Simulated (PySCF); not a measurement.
**C₆ coefficients of unlike pairs at UHF**

Calculated with PySCF 2.14 from the dipole response of each species, C₆(A,B) = (3/π) ∫ α_A(iu) α_B(iu) du, in atomic units, from isotropic polarisabilities. For ions this is the dispersion term alone; charge-induced terms of lower order in 1/R come first.

```
species           configuration                                        basis      relativity  α (bohr³)  C₆ (like pair)
   Sb²⁺  [Kr] 4d10 5s2 5p1 (2P)                   aug-cc-pVTZ-DK3 (8s7p5d2f)   spin-free X2C      16.90           102.7
   Ni²⁺           [Ar] 3d8 (3F)                    aug-cc-pVDZ-DK (7s6p4d2f)   spin-free X2C      2.667           7.365
     Zn      [Ar] 3d10 4s2 (1S)                    aug-cc-pVDZ-DK (7s6p4d2f)   spin-free X2C      50.73           398.8
    Ge⁺  [Ar] 3d10 4s2 4p1 (2P)  aug-cc-pwCVTZ-PP with ECP10MDF (8s7p6d4f1g)  core potential      19.88           118.1
```

Q: Estimate C₆ for Ge⁺ with Ni²⁺.

A: The integral gives 25.00. The combination rule 2 C_A C_B / (C_A α_B/α_A + C_B α_A/α_B) gives 24.59 and the geometric mean 29.49.

No spin-orbit coupling is included.

The other pairs:

| pair | C₆ |
| --- | --- |
| Zn, Sb²⁺ | 188.6 |
| Zn, Ni²⁺ | 38.85 |
| Ge⁺, Sb²⁺ | 109.6 |
| Ge⁺, Zn | 207.9 |
| Ni²⁺, Sb²⁺ | 24.21 |
